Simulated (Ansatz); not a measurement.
The same path of Cl$_{2}$H$_{2}$OSn (6 atoms, charge 0, multiplicity 1) was run twice with different band settings. Lost on the way: Sn1–H2. Made: H2–O3.

All numbers below come from Ansatz 0.2.0, RKS PBE/def2-SVP.

Relaxed end points:

```xyz
6
Properties=species:S:1:pos:R:3
Sn 0.193 -0.082 0.486
H -0.203 0.138 2.139
O 2.163 -0.346 0.369
H 2.437 -0.484 -0.560
Cl -0.423 1.776 -0.838
Cl -0.897 -1.956 -0.456
```

```xyz
6
Properties=species:S:1:pos:R:3
Sn -0.850 0.308 0.430
H 1.702 -0.463 1.727
O 1.543 -0.042 0.858
H 1.519 -0.810 0.226
Cl -0.367 1.870 -1.353
Cl -0.277 -1.815 -0.748
```

Common settings: movable images 5; climbing image yes; optimiser quadratic models (default); start path through a guess of the saddle point; force threshold 0.05 eV/Å; iteration limit 60; end points relaxed.

| run | spring |
| --- | --- |
| 1 | 5.0 eV/Å² |
| 2 | 2.0 to 10.0 eV/Å², energy-weighted |

Problem. What does each run give, and how far can it be trusted?

Solution. Run 1: converged after 10 iterations, highest image 1.445 eV above the first end. Neighbouring images differ by up to 1.8 eV, so the band resolves the path poorly. A vibrational analysis at the climbing image gives one clearly imaginary mode, 1017i cm⁻¹: a first-order saddle point.
Run 2: converged after 11 iterations, highest image 1.445 eV above the first end. Neighbouring images differ by up to 1.2 eV, so the band resolves the path poorly. Another band between the same ends (5 images) ends at a top of the same energy, where a vibrational analysis finds 1 clearly imaginary mode.
The orbitals stay closed-shell, which can raise the energy where a bond breaks towards radicals; this wasn't checked here.
